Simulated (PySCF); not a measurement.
# From computed data to an observable: chemical shift, span and skew from a shielding tensor

CH₅FO₂SSi, SMILES [Si](F)(O)(SC)O. Atoms are numbered in the order given.

```xyz
11

C     -2.3498    -0.2873    -0.1576
S     -1.0182     0.7913    -0.8389
Si     0.6340    -0.0830     0.1500
O      0.9685    -1.5659    -0.4723
O      1.9716     0.8698     0.0358
F      0.2500    -0.2699     1.7223
H     -2.3525    -0.2526     0.9395
H     -2.2208    -1.3217    -0.5029
H     -3.2990     0.1087    -0.5412
H      1.6891    -2.0625    -0.0646
H      1.9261     1.7500     0.4279
```
Charge 0, spin multiplicity 1.

Geometry optimised at B3LYP-D3(BJ)/def2-SVP. One conformer was computed; it need not be the lowest.

GIAO shieldings from PBE/pcSseg-1 run with PySCF, non-relativistic, no solvent. The symmetric part of the tensor of Si3 has the principal values 326.9, 383.5, 393.6 ppm. The same nucleus in TMS has σ = 335.4 ppm at this level (PySCF, at its B3LYP-D3(BJ)/def2-TZVP geometry).

Task: Work out the isotropic shielding, the ²⁹Si shift against TMS, the span and the skew.

Result: 
σ(iso) = (σ11 + σ22 + σ33)/3 = 368.0 ppm. δ = σ(ref) − σ(iso) = 335.4 − (368.0) = -32.6 ppm.
Span Ω = σ33 − σ11 = 66.7 ppm. Skew κ = 3(σ(iso) − σ22)/Ω = -0.70. Tumbling in solution averages the tensor to δ; in a static solid the shielding alone would spread this spin-1/2 line over Ω.
